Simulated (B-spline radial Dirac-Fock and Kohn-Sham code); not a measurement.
# Magnetic form factor of the 4d shell of Nd²⁰⁺

System: the Nd²⁰⁺ ion, configuration 1s2 2s2 2p6 3s2 3p6 3d10 4s2 4p6 4d4.

Method: Dirac-Fock densities. Computed with a radial B-spline solver. ⟨j_K⟩ is the integral of the 4d radial density with the spherical Bessel function j_K(4πsr), s = sin θ/λ.

```csv
s (Å⁻¹),⟨j0⟩,⟨j2⟩,⟨j4⟩
0,1.0000,0.0000,0.0000
0.04,0.9949,0.0020,0.0000
0.05,0.9920,0.0032,0.0000
0.07,0.9844,0.0062,0.0000
0.09,0.9744,0.0102,0.0000
0.11,0.9620,0.0151,0.0001
0.15,0.9303,0.0275,0.0003
0.19,0.8903,0.0429,0.0007
0.24,0.8301,0.0656,0.0017
0.3,0.7462,0.0960,0.0040
0.39,0.6056,0.1432,0.0103
0.49,0.4453,0.1896,0.0221
0.63,0.2454,0.2298,0.0466
0.81,0.0703,0.2285,0.0843
1.03,-0.0139,0.1668,0.1195
1.32,-0.0002,0.0661,0.1227
```

Radial moments of the shell: ⟨r²⟩ = 0.4339, ⟨r⁴⟩ = 0.2791, ⟨r⁶⟩ = 0.2429 in powers of bohr.
